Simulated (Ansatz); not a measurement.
`[GaH2][AsH2]` + `S[S][GeH3]` → `[GeH3][S]S[AsH2]` + `[GaH3]` at 600 K and 1 bar (cleavage of the As–Ga bond).

Isolated molecules relaxed with PBE0-D4/def2-TZVP in Ansatz; ΔE leaves out vibrations. CCSD(T)/CBS is the MP2 limit (def2-TZVPP, def2-QZVPP) plus CCSD(T) − MP2 in def2-TZVPP, frozen cores. For As, Ga, Ge outer-core shells are correlated without core-valence functions, which leaves a few kJ/mol of doubt a bond. Scalar relativity is left out up to krypton. One conformer a species, not always the lowest.

```tsv
species	CCSD(T)/CBS energy (Eh)	H − E (kJ/mol)	S (J/(mol·K))
`[GaH2][AsH2]`	-4161.33979	116.7	363.0
`S[S][GeH3]`	-2874.07545	139.4	399.2
`[GeH3][S]S[AsH2]`	-5109.69255	177.8	491.2
`[GaH3]`	-1925.70545	74.9	253.2
```

H − E and S are ideal-gas, rigid-rotor, harmonic terms from PBE0-D4/def2-TZVP, for one conformer and one mirror image of each species. 1 Eh = 2625.50 kJ/mol, R = 8.31446 J/(mol·K).

**Question.** By hand: ΔE, ΔH, ΔS and ΔG.

**Answer.** ΔE = (-5109.69255) + (-1925.70545) − (-4161.33979) − (-2874.07545) = 0.01724 Eh = 45.3 kJ/mol. Δ(H − E) = 177.8 + 74.9 − 116.7 − 139.4 = -3.4, so ΔH = 41.9 kJ/mol. ΔS = 491.2 + 253.2 − 363.0 − 399.2 = -17.8 J/(mol·K). ΔG = 41.9 − 600 × (-17.8)/1000 = 52.6 kJ/mol.

**Question.** By hand: the equilibrium constant, and the temperature at which ΔG would vanish if ΔH and ΔS stayed fixed.

**Answer.** log₁₀ K = −ΔG/(RT ln 10) = -4.6. ΔH and −TΔS have one sign here, so there is no such temperature.

ΔH outweighs TΔS. A doubt of 5 kJ/mol in ΔE shifts log₁₀ K by 0.4 here. Other conformers and mirror images would add mixing entropy, several J/(mol·K) or more a flexible species. Modes under 60 cm⁻¹, often nearly free rotors, make the harmonic entropy too high. These are equilibria of isolated gas molecules and say nothing of rates. Largest T1 diagnostic: 0.013 (customary marks: 0.02 for closed shells, 0.045 for open ones).
